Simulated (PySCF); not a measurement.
## B: excitation energy

B [He] 2s2 2p1 (2P) → B [He] 2s2 3s1 (2S), as a difference of total energies. All numbers are calculated (PySCF 2.14, the non-relativistic Hamiltonian (point nucleus), in aug-cc-pVTZ (5s4p3d2f, 46 functions)). Correlated levels: valence: 1s2 frozen. The calculations carry no spin-orbit coupling.

Task: Order these methods by the excitation energy they give, lowest first.
A. LDA
B. B97-3
C. SCS-MP2 (valence)
D. M06-L

Result: C (5.098 eV), A (5.299 eV), B (5.383 eV), D (5.568 eV).

Errors of the correlated levels include the incompleteness of this basis and the frozen core.

The promoted electron is Rydberg-like, and one or two diffuse shells describe it only roughly, which tends to raise the upper state.

For comparison: 4.963 eV (measured; NIST levels, between the centres of gravity of the two terms).
